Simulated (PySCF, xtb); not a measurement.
GeHF, SMILES [GeH][F] (connectivity only; charge and spin as stated), neutral, multiplicity 1.

GFN2-xTB run with xtb at its own geometry gives an orbital gap of 3.13 eV and a dipole moment of 3.14 D.

Coordinates come from a ωB97X-D3(BJ)/def2-TZVP optimisation.

### Question
What does B3LYP/def2-TZVPD in PySCF give? (An estimate is asked for; the answer gives what the named calculation found.)

### Answer
gap 3.98 eV (levels -7.13 and -3.15 eV), dipole 1.96 D.
